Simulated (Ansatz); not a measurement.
A structure relaxed at PBE0-D4/def2-TZVP, charge 0, multiplicity 2:

Cartesian coordinates in Å:
```
F 1.0407 -1.4793 1.7721
Si -0.3618 -0.7401 1.5450
S -0.0848 1.1743 0.6579
Si 0.1019 0.5000 -1.3510
F -1.3337 0.3752 -2.0345
H -0.9626 -0.5217 2.8897
H 0.8674 1.5284 -2.0853
H 0.7329 -0.8368 -1.3939
```

Give its formula and SMILES.

F2H3SSi2, `F[SiH]S[SiH2]F`.

Summarise the bond lengths by kind.

2 × F–Si 1.595 to 1.602 Å; 2 × S–Si 2.127 to 2.128 Å; 3 × H–Si 1.477 to 1.489 Å.

All numbers were calculated with Ansatz.
